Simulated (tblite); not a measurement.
A geometry optimisation, step by step.

Compound: C8H8BFO2.
SMILES with atom numbers: `[CH3:1][B:2]([CH3:3])[C:4]1=[CH:5][C:6](=[O:7])[C:8]([F:9])=[CH:10][C:11]1=[O:12]` (hydrogens: H13, H14, H15 on C1; H16, H17, H18 on C3; H19 on C5; H20 on C10)

Computed with GFN2-xTB (tblite), gas phase: L-BFGS steps from a force-field or distance-geometry start until the largest atomic force falls under 0.01 eV/Å. 6 of its 89 geometries are shown.

Step 0: E = -958.0622 eV, largest atomic force 4.047 eV/Å
```
atom  x, y, z in Å  |  force x, y, z in eV/Å
C1      2.394   -1.197   -0.249    0.439   0.412   0.230
B2      1.405    0.052   -0.092    1.095   0.212  -0.834
C3      1.963    1.531   -0.339   -1.372  -0.056   0.913
C4     -0.144   -0.072   -0.005    1.019   0.125   1.253
C5     -0.877   -0.647   -0.937   -1.488  -0.585  -0.994
C6     -2.348   -0.732   -0.800   -1.413  -1.751  -3.364
O7     -3.053   -1.274   -1.711    1.820   1.439   2.504
C8     -2.953   -0.177    0.411   -1.486  -0.402  -0.356
F9     -4.308   -0.275    0.522    0.878   0.014  -0.208
C10    -2.249    0.389    1.372    0.886   0.411   0.605
C11    -0.782    0.460    1.193    1.005   1.773   3.078
O12    -0.098    1.003    2.110   -1.378  -1.226  -2.057
H13     1.962   -2.112    0.168    0.248   0.111  -0.358
H14     3.360   -0.999    0.284   -0.804  -0.196  -0.426
H15     2.689   -1.346   -1.320   -0.450   0.040   0.945
H16     2.670    1.568   -1.154    0.219   0.262   0.206
H17     2.377    1.885    0.634    0.057  -0.170  -0.883
H18     1.089    2.197   -0.536    0.891  -0.237  -0.061
H19    -0.400   -1.048   -1.830   -0.455  -0.006   0.176
H20    -2.699    0.805    2.278    0.287  -0.170  -0.370
```

Step 18: E = -958.5641 eV, largest atomic force 0.090 eV/Å
```
atom  x, y, z in Å  |  force x, y, z in eV/Å
C1      2.382   -1.166   -0.224   -0.027   0.015  -0.019
B2      1.413    0.072   -0.170    0.000   0.015   0.041
C3      1.945    1.540   -0.349   -0.010  -0.001   0.008
C4     -0.135   -0.115    0.026    0.060   0.036   0.003
C5     -0.915   -0.679   -0.913    0.028   0.020   0.014
C6     -2.373   -0.772   -0.840   -0.004  -0.014  -0.058
O7     -3.049   -1.264   -1.718   -0.086  -0.023   0.015
C8     -2.958   -0.196    0.403    0.005   0.016  -0.036
F9     -4.288   -0.254    0.508   -0.003  -0.028  -0.003
C10    -2.221    0.366    1.363    0.005  -0.022  -0.005
C11    -0.756    0.461    1.254    0.019   0.000  -0.046
O12    -0.096    0.998    2.120    0.024  -0.008   0.025
H13     1.955   -2.088    0.160   -0.008   0.012   0.015
H14     3.326   -0.987    0.285   -0.025   0.019  -0.011
H15     2.635   -1.342   -1.270    0.020  -0.025  -0.017
H16     2.730    1.631   -1.095    0.031  -0.028   0.030
H17     2.384    1.842    0.603   -0.003   0.013  -0.002
H18     1.169    2.265   -0.578    0.003   0.008  -0.010
H19    -0.479   -1.082   -1.818   -0.024  -0.014   0.020
H20    -2.676    0.781    2.251   -0.005   0.011   0.037
```

Step 35: E = -958.5737 eV, largest atomic force 0.081 eV/Å
```
atom  x, y, z in Å  |  force x, y, z in eV/Å
C1      2.355   -1.147   -0.227    0.015  -0.025   0.004
B2      1.402    0.103   -0.191    0.033  -0.008  -0.074
C3      1.978    1.556   -0.342    0.018   0.004   0.016
C4     -0.148   -0.082   -0.021    0.043   0.001  -0.005
C5     -0.934   -0.675   -0.939    0.001   0.041  -0.003
C6     -2.391   -0.786   -0.840   -0.003  -0.032   0.006
O7     -3.074   -1.316   -1.691   -0.055   0.017   0.029
C8     -2.962   -0.198    0.405    0.014  -0.008  -0.003
F9     -4.288   -0.279    0.542    0.014  -0.017  -0.028
C10    -2.213    0.366    1.357    0.003   0.000  -0.005
C11    -0.751    0.464    1.227    0.020  -0.074   0.022
O12    -0.069    0.942    2.111   -0.029   0.044   0.006
H13     1.927   -2.052    0.193   -0.033  -0.005   0.031
H14     3.304   -0.956    0.268    0.018   0.004   0.001
H15     2.599   -1.369   -1.266   -0.009   0.025  -0.017
H16     2.848    1.611   -0.994   -0.031  -0.004  -0.006
H17     2.325    1.866    0.645   -0.043   0.008   0.028
H18     1.251    2.299   -0.662    0.030  -0.022  -0.014
H19    -0.512   -1.096   -1.841    0.007   0.029   0.015
H20    -2.652    0.758    2.263   -0.014   0.021  -0.004
```

Step 53: E = -958.5843 eV, largest atomic force 0.039 eV/Å
```
atom  x, y, z in Å  |  force x, y, z in eV/Å
C1      2.330   -1.153   -0.234    0.006   0.010   0.004
B2      1.404    0.118   -0.230   -0.006   0.000   0.024
C3      2.005    1.563   -0.334    0.006  -0.015  -0.011
C4     -0.148   -0.053   -0.060    0.005   0.006   0.017
C5     -0.950   -0.623   -0.977    0.024   0.008  -0.015
C6     -2.395   -0.806   -0.827    0.021  -0.011  -0.010
O7     -3.081   -1.385   -1.643   -0.033   0.020   0.007
C8     -2.950   -0.230    0.429    0.003  -0.003  -0.011
F9     -4.273   -0.329    0.582   -0.001   0.003   0.005
C10    -2.193    0.352    1.362   -0.010   0.030  -0.016
C11    -0.734    0.460    1.212   -0.009  -0.018   0.013
O12    -0.046    0.942    2.090   -0.005   0.020   0.005
H13     1.890   -2.023    0.247    0.004   0.005  -0.013
H14     3.297   -0.958    0.221    0.015  -0.016   0.005
H15     2.533   -1.431   -1.268   -0.020  -0.001  -0.001
H16     2.982    1.598   -0.806    0.028   0.016  -0.013
H17     2.138    1.910    0.693   -0.027   0.007   0.002
H18     1.356    2.288   -0.819   -0.007  -0.006  -0.002
H19    -0.542   -0.995   -1.906    0.001  -0.029  -0.010
H20    -2.626    0.764    2.263    0.004  -0.027   0.021
```

Step 70: E = -958.5892 eV, largest atomic force 0.036 eV/Å
```
atom  x, y, z in Å  |  force x, y, z in eV/Å
C1      2.327   -1.169   -0.238    0.010  -0.004   0.000
B2      1.418    0.113   -0.215   -0.011  -0.014  -0.005
C3      1.998    1.565   -0.334   -0.006  -0.013   0.002
C4     -0.135   -0.054   -0.045   -0.003   0.027   0.000
C5     -0.934   -0.620   -0.968    0.020  -0.029   0.009
C6     -2.383   -0.781   -0.835    0.014   0.000  -0.013
O7     -3.075   -1.328   -1.668   -0.012   0.015   0.005
C8     -2.939   -0.231    0.432    0.002   0.004  -0.017
F9     -4.262   -0.341    0.580    0.008   0.001   0.035
C10    -2.184    0.334    1.379   -0.004  -0.009  -0.002
C11    -0.728    0.475    1.217   -0.013  -0.009   0.006
O12    -0.049    1.002    2.075   -0.023   0.002   0.008
H13     1.887   -2.030    0.258   -0.006   0.003  -0.002
H14     3.316   -1.001    0.180    0.013   0.021  -0.003
H15     2.480   -1.453   -1.280   -0.001   0.001  -0.003
H16     3.011    1.617   -0.721   -0.007  -0.003   0.017
H17     2.012    1.968    0.682    0.014   0.001  -0.014
H18     1.369    2.240   -0.910    0.011  -0.007  -0.003
H19    -0.519   -1.007   -1.889   -0.002   0.006  -0.012
H20    -2.615    0.712    2.295   -0.004   0.007  -0.008
```

Step 88: E = -958.5908 eV, largest atomic force 0.007 eV/Å
```
atom  x, y, z in Å  |  force x, y, z in eV/Å
C1      2.329   -1.170   -0.242   -0.003   0.002  -0.001
B2      1.418    0.110   -0.212   -0.005   0.002   0.000
C3      2.003    1.560   -0.331   -0.002  -0.003   0.000
C4     -0.136   -0.052   -0.041    0.004  -0.002   0.003
C5     -0.933   -0.620   -0.964    0.002  -0.001   0.002
C6     -2.384   -0.771   -0.838    0.002   0.003  -0.005
O7     -3.081   -1.287   -1.686   -0.001   0.000   0.000
C8     -2.938   -0.242    0.439    0.001  -0.006   0.001
F9     -4.258   -0.371    0.601    0.000   0.004   0.002
C10    -2.186    0.327    1.384    0.000   0.002  -0.002
C11    -0.732    0.481    1.218   -0.002  -0.002  -0.006
O12    -0.058    1.023    2.073   -0.004   0.002   0.000
H13     1.903   -2.028    0.272    0.003   0.000   0.006
H14     3.328   -0.993    0.147   -0.002   0.001  -0.001
H15     2.454   -1.464   -1.286    0.003   0.001  -0.003
H16     3.040    1.602   -0.651    0.005  -0.003  -0.003
H17     1.949    2.000    0.667    0.004   0.001   0.005
H18     1.415    2.213   -0.972   -0.004  -0.001  -0.004
H19    -0.519   -1.006   -1.886   -0.001   0.005   0.003
H20    -2.617    0.699    2.303    0.001  -0.004   0.002
```

Q: Summarise the path.

A: The energy falls by 51.00 kJ/mol from step 0 to step 88; nine tenths of that is first reached at step 5. It falls at every step. The largest force goes from 4.047 to 0.007 eV/Å. Among the bonds C6=O7 changes most, from 1.273 to 1.213 Å; the atoms move by 0.236 Å rms after alignment.

What follows is the cost of the whole relaxation. Time: 1.2 s wall. Hardware: an Arm Neoverse N1 with one thread (shared host).
